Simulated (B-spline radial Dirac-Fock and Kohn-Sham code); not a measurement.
Binding energies of Ge⁷⁺

System: germanium as Ge⁷⁺, 1s2 2s2 2p6 3s2 3p6 3d7; nuclear rms radius 4.0742 fm (A = 74).

The run's input, task.json:

```json
{"items": [{
  "Z": 32,
  "q": 7,
  "cfg": [[1, 0, 2], [2, 0, 2], [2, 1, 6], [3, 0, 2], [3, 1, 6], [3, 2, 7]],
  "A": 74,
  "rrms": 4.0742,
  "do": ["binding"]
}]}
```

Command: `python xray_run.py task.json out`

Model: multi-electron Dirac-Fock with separately optimised hole states, Breit and Lamb-shift corrections added in first order. Program: a B-spline atomic structure program. Correlation energy is missing from these numbers. Energies are counted from the vacuum level.

All terms are in eV, carry their sign (relaxation lowers the binding energy) and add up to the binding energy; ⟨r⟩ is the mean radius of the orbital in the initial state.

| subshell | −ε (Koopmans) | relaxation | Breit | QED | binding energy | ⟨r⟩ (bohr) |
| --- | --- | --- | --- | --- | --- | --- |
| K (1s) | 11332.9 | -41.85 | -15.16 | -7.28 | 11268.6 | 0.047 |
| L1 (2s) | 1603.2 | -17.36 | -1.13 | -0.78 | 1584.0 | 0.209 |
| L2 (2p1/2) | 1436.5 | -19.41 | -1.94 | 0.09 | 1415.3 | 0.181 |
| L3 (2p3/2) | 1404.3 | -19.06 | -1.27 | 0.02 | 1384.0 | 0.185 |
| M1 (3s) | 337.6 | -2.96 | -0.14 | -0.13 | 334.4 | 0.604 |
| M2 (3p1/2) | 279.5 | -2.98 | -0.24 | 0.01 | ? | 0.612 |
| M3 (3p3/2) | 274.6 | -2.88 | -0.14 | 0.00 | 271.6 | 0.620 |
| M4,5 (3d) | 180.8 | -3.03 | -0.01 | 0.01 | 177.8 | 0.630 |

Q: Which binding energy belongs in the row of M2 (3p1/2)?

A: 276.3 eV, the sum of the terms in that row (to rounding).

For the deepest level, K (1s), the Breit terms make up -0.135 % of the binding energy, QED -0.065 % and orbital relaxation -0.371 %.

Going to the tabulated ground configuration of the next ion removes an electron from M4,5 (3d), computed at 177.8 eV. NIST lists 176.4 ± 1.7 eV as the ionisation energy of this species (theoretical), -1.36 eV from the computed value, within the stated uncertainty.
